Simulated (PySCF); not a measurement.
A structure optimised at PBE-D3(BJ)/def2-SVP, used in a PySCF frequency run:

```xyz
13

C     -1.9481    -1.1764     0.7987
C     -1.2846     0.2083     0.7540
Si     0.3491     0.2221    -0.1412
N      1.4967    -0.8137     0.6062
F      0.8474     1.7777    -0.2914
F      0.2002    -0.3012    -1.6826
H     -1.2861    -1.9230     1.2820
H     -2.1625    -1.5483    -0.2237
H     -2.9060    -1.1566     1.3570
H     -1.1107     0.6009     1.7809
H     -1.9442     0.9565     0.2637
H      1.6601    -0.7500     1.6130
H      2.3528    -1.0737     0.1110
```

Problem. Write its SMILES and formula.

Solution. CC[Si](N)(F)F, C2H7F2NSi

Problem. What are its rotational constants (standard atomic weights)?

Solution. 3.5016, 2.0176, 1.9539 GHz
